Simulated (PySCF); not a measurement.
## Calculated data, BH4NOSi, BFHOSi, BH2OSi, BH3O2Si and others

Computed with PySCF 2.14.0. Calculation on a computer-drawn molecule: optimised geometry and harmonic frequencies of an isolated molecule of the commonest isotopes, restricted reference for singlets and unrestricted otherwise, frozen core in MP2.

Common to all runs: basis cc-pV(D+d)Z.

(1) BH4NOSi

Start structure:
```xyz
8
BH4NOSi
O     -0.4664    -0.6530    -1.8139
B     -0.2959    -0.3748    -0.7006
N     -0.0282    -0.0030     0.6438
Si    -0.9403     1.1789     1.5005
H      0.6598    -0.4824     1.0925
H     -2.2718     0.7730     1.7978
H     -0.1445     1.3117     2.7795
H     -0.9762     2.4673     0.8316
```

It was run with charge 0, multiplicity 1 and method HF.

It finds rotational constants 28.49, 2.679, 2.519 GHz; total energy -445.3784 hartree; convergence status largest gradient component 2.36e-06 hartree/bohr.

Drawn bonds:
```tsv
atom	other atom	order
1	2	2
2	3	1
3	4	1
3	5	1
4	6	1
4	7	1
4	8	1
```

Optimised structure:
```xyz
8
BH4NOSi
O      0.0052    -0.3222    -1.9211
B     -0.1165    -0.2408    -0.7338
N     -0.2570    -0.1481     0.6438
Si    -0.9048     1.1950     1.5641
H      0.0569    -0.9588     1.1478
H     -2.0810     0.7554     2.3417
H      0.1159     1.7056     2.5016
H     -1.2820     2.2316     0.5871
```

Modes:
```tsv
frequency (cm⁻¹)	reduced mass (dalton)
68.46	1.304
163.8	5.364
348.1	1.166
533.9	5.275
566.2	9.13
672.9	2.025
770	1.197
854.8	2.273
1015	1.051
1038	1.106
1058	1.212
1101	2.079
1368	1.564
2173	11.25
2327	1.052
2339	1.035
2356	1.04
3788	1.074
```

(2) BFHOSi

Start structure:
```xyz
5
BFHOSi
O     -1.4544    -2.2692     0.1460
B     -0.9953    -1.2065    -0.1893
Si    -0.3460     0.5466    -0.6164
F     -1.3352     1.4559    -1.3548
H      0.8570     1.3718    -0.4784
```

Settings of this run: charge 1, multiplicity 1 and method HF.

The calculation gives: rotational constants 24.97, 2.861, 2.567 GHz; total energy -488.2658 hartree; convergence status largest gradient component 1.043e-05 hartree/bohr.

Drawn bonds:
```tsv
atom	other atom	order
1	2	2
2	3	1
3	4	1
3	5	1
```

Optimised structure:
```xyz
5
BFHOSi
O     -1.3582    -2.2698     0.1508
B     -1.0255    -1.1924    -0.1619
Si    -0.3893     0.6261    -0.6609
F     -1.4129     1.5117    -1.4166
H      0.9120     1.2230    -0.4043
```

Modes:
```tsv
frequency (cm⁻¹)	reduced mass (dalton)
153.9	11.61
245.3	5.3
377.9	11.53
558.8	9.592
618.9	1.423
853.9	1.136
1053	17.39
2247	12.22
2480	1.047
```

(3) BFHOSi

Start structure:
```xyz
5
BFHOSi
O     -1.3582    -2.2698     0.1508
B     -1.0255    -1.1924    -0.1619
Si    -0.3893     0.6261    -0.6609
F     -1.4129     1.5117    -1.4166
H      0.9120     1.2230    -0.4043
```

Here we set charge 1, multiplicity 1 and method MP2.

The calculation gives: rotational constants 24.72, 2.808, 2.522 GHz; total energy -488.7957 hartree; convergence status largest gradient component 4.142e-05 hartree/bohr.

Drawn bonds:
```tsv
atom	other atom	order
1	2	2
2	3	1
3	4	1
3	5	1
```

Optimised structure:
```xyz
5
BFHOSi
O     -1.3648    -2.2984     0.1599
B     -1.0134    -1.1789    -0.1628
Si    -0.3920     0.6196    -0.6592
F     -1.4192     1.5346    -1.4284
H      0.9156     1.2216    -0.4024
```

Modes:
```tsv
frequency (cm⁻¹)	reduced mass (dalton)
140.6	11.7
218.7	5.38
353.1	11.78
548.8	9.483
593	1.418
818.1	1.139
1003	16.33
1910	12.32
2412	1.046
```

(4) BH2OSi

Start structure:
```xyz
5
BH2OSi
O     -2.4455     1.5014    -1.7132
B     -1.4441     1.1843    -1.4509
Si     0.4616     0.6005    -0.8685
H      1.4004     1.4312    -0.2069
H      0.9540    -0.7805    -1.1000
```

Settings of this run: charge 1, multiplicity 1 and method HF.

The calculation gives: rotational constants 156, 4.332, 4.215 GHz; total energy -389.3570 hartree; convergence status largest gradient component 1.426e-05 hartree/bohr.

Drawn bonds:
```tsv
atom	other atom	order
1	2	2
2	3	1
3	4	1
3	5	1
```

Optimised structure:
```xyz
5
BH2OSi
O     -2.4378     1.5040    -1.7250
B     -1.3639     1.1581    -1.4076
Si     0.4661     0.5679    -0.8666
H      1.3656     1.5085    -0.2031
H      0.8963    -0.8017    -1.1371
```

Modes:
```tsv
frequency (cm⁻¹)	reduced mass (dalton)
247.7	3.485
255.7	6.617
550.3	10.36
638.8	1.398
753.3	1.211
1003	1.071
2232	12.17
2423	1.028
2469	1.06
```

(5) BH2OSi

Start structure:
```xyz
5
BH2OSi
O     -2.4378     1.5040    -1.7250
B     -1.3639     1.1581    -1.4076
Si     0.4661     0.5679    -0.8666
H      1.3656     1.5085    -0.2031
H      0.8963    -0.8017    -1.1371
```

Here we set charge 1, multiplicity 1 and method MP2.

Results for BH2OSi: rotational constants 155.9, 4.294, 4.179 GHz; total energy -389.6985 hartree; convergence status largest gradient component 2.425e-05 hartree/bohr.

Drawn bonds:
```tsv
atom	other atom	order
1	2	2
2	3	1
3	4	1
3	5	1
```

Optimised structure:
```xyz
5
BH2OSi
O     -2.4625     1.5118    -1.7324
B     -1.3471     1.1527    -1.4026
Si     0.4608     0.5697    -0.8682
H      1.3724     1.5066    -0.2010
H      0.9027    -0.8041    -1.1353
```

Modes:
```tsv
frequency (cm⁻¹)	reduced mass (dalton)
223.1	3.735
224.5	6.652
546.5	10.17
609.7	1.364
724.2	1.209
959.9	1.072
1908	12.33
2361	1.027
2410	1.06
```

(6) BH2OSi

Start structure:
```xyz
5
BH2OSi
O     -3.0730     1.0974    -0.4888
B     -2.2924     1.6167     0.2941
Si    -1.1110     2.3695     1.4207
H      0.2611     1.8722     1.6645
H     -1.3747     3.5719     2.3456
```

Here we set charge 0, multiplicity 2 and method HF.

It finds rotational constants 135.2, 4.306, 4.223 GHz; total energy -389.6644 hartree; spin squared 0.757; convergence status largest gradient component 3.288e-05 hartree/bohr.

Drawn bonds:
```tsv
atom	other atom	order
1	2	2
2	3	1
3	4	1
3	5	1
```

Optimised structure:
```xyz
5
BH2OSi
O     -3.1049     1.0579    -0.3839
B     -2.2876     1.6354     0.2540
Si    -0.8892     2.6531     1.2664
H      0.1848     1.7544     1.7315
H     -1.4931     3.4270     2.3681
```

Modes:
```tsv
frequency (cm⁻¹)	reduced mass (dalton)
303.2	3.316
333.8	4.899
529.5	12.54
662.2	1.272
676.8	1.378
987.3	1.058
2132	12.19
2334	1.03
2351	1.055
```

(7) BH2OSi

Start structure:
```xyz
5
BH2OSi
O     -3.1049     1.0579    -0.3839
B     -2.2876     1.6354     0.2540
Si    -0.8892     2.6531     1.2664
H      0.1848     1.7544     1.7315
H     -1.4931     3.4270     2.3681
```

Here we set charge 0, multiplicity 2 and method MP2.

The calculation gives: rotational constants 136.4, 4.272, 4.188 GHz; total energy -390.0083 hartree; spin squared 0.7579; convergence status largest gradient component 1.572e-05 hartree/bohr.

Drawn bonds:
```tsv
atom	other atom	order
1	2	2
2	3	1
3	4	1
3	5	1
```

Optimised structure:
```xyz
5
BH2OSi
O     -3.1209     1.0503    -0.4057
B     -2.2828     1.6369     0.2626
Si    -0.8985     2.6409     1.2736
H      0.1974     1.7613     1.7336
H     -1.4853     3.4384     2.3719
```

Modes:
```tsv
frequency (cm⁻¹)	reduced mass (dalton)
276	3.514
306.7	4.97
526	11.86
593.7	1.273
642.7	1.348
941.4	1.06
1917	12.32
2294	1.028
2320	1.055
```

(8) BH3O2Si

Start structure:
```xyz
7
BH3O2Si
O     -2.9199    -3.0445     0.5408
B     -2.5814    -1.9660     0.2330
Si    -1.8920    -0.2098    -0.3101
O     -2.1964     0.9248     0.8419
H     -2.4951     0.2423    -1.6093
H     -0.4666    -0.0758    -0.4469
H     -3.1101     1.2183     1.1256
```

It was run with charge 0, multiplicity 1 and method HF.

It finds rotational constants 17.61, 2.881, 2.562 GHz; total energy -465.1946 hartree; convergence status largest gradient component 3.428e-05 hartree/bohr.

Drawn bonds:
```tsv
atom	other atom	order
1	2	2
2	3	1
3	4	1
3	5	1
3	6	1
4	7	1
```

Optimised structure:
```xyz
7
BH3O2Si
O     -2.9348    -3.0392     0.5284
B     -2.5390    -1.9627     0.2240
Si    -1.8853    -0.1177    -0.3071
O     -2.2231     0.9755     0.8716
H     -2.5372     0.2158    -1.5886
H     -0.4247    -0.1632    -0.4535
H     -3.1173     1.1808     1.1001
```

Modes:
```tsv
frequency (cm⁻¹)	reduced mass (dalton)
154	3.474
231.3	1.401
297.9	2.831
432	9.608
526.1	9.936
645.2	1.541
778.3	1.085
873.9	2.03
939	1.689
970	1.311
1026	1.089
2141	12.4
2336	1.041
2378	1.041
4174	1.067
```

(9) BH3O2Si

Start structure:
```xyz
7
BH3O2Si
O     -2.9348    -3.0392     0.5284
B     -2.5390    -1.9627     0.2240
Si    -1.8853    -0.1177    -0.3071
O     -2.2231     0.9755     0.8716
H     -2.5372     0.2158    -1.5886
H     -0.4247    -0.1632    -0.4535
H     -3.1173     1.1808     1.1001
```

It was run with charge 0, multiplicity 1 and method MP2.

It finds rotational constants 17.4, 2.835, 2.522 GHz; total energy -465.7409 hartree; convergence status largest gradient component 1.179e-05 hartree/bohr.

Drawn bonds:
```tsv
atom	other atom	order
1	2	2
2	3	1
3	4	1
3	5	1
3	6	1
4	7	1
```

Optimised structure:
```xyz
7
BH3O2Si
O     -2.9516    -3.0479     0.5438
B     -2.5405    -1.9447     0.2184
Si    -1.8872    -0.1140    -0.3117
O     -2.2009     1.0149     0.8755
H     -2.5280     0.2113    -1.6064
H     -0.4221    -0.1576    -0.4560
H     -3.1311     1.1273     1.1113
```

Modes:
```tsv
frequency (cm⁻¹)	reduced mass (dalton)
142.2	4.423
236.5	1.558
280.4	2.176
399.5	9.353
513.9	9.728
613.6	1.531
753	1.071
834.2	2.918
921.1	1.462
929.9	1.19
977.1	1.101
1921	12.39
2289	1.039
2334	1.043
3892	1.067
```

(10) AlBClHO

Start structure:
```xyz
5
AlBClHO
O      0.5951    -1.9786     3.1792
B      0.3953    -0.9238     2.6001
Al     0.1477     0.8314     1.4926
Cl     1.4669     2.3476     1.4704
H     -1.1984     1.0289     0.7438
```

Here we set charge 0, multiplicity 1 and method HF.

Results for AlBClHO: rotational constants 13.68, 1.81, 1.599 GHz; total energy -801.6836 hartree; convergence status largest gradient component 1.976e-05 hartree/bohr.

Drawn bonds:
```tsv
atom	other atom	order
1	2	2
2	3	1
3	4	1
3	5	1
```

Optimised structure:
```xyz
5
AlBClHO
O      0.6363    -1.9427     3.2029
B      0.4382    -0.9447     2.5919
Al     0.0512     0.8275     1.4885
Cl     1.5436     2.3057     1.5235
H     -1.2627     1.0597     0.6793
```

Modes:
```tsv
frequency (cm⁻¹)	reduced mass (dalton)
112.2	16.54
274.5	4.041
354.4	9.373
461.6	14.78
503.5	1.497
563.7	7.779
697.4	1.19
2073	1.051
2129	11.49
```
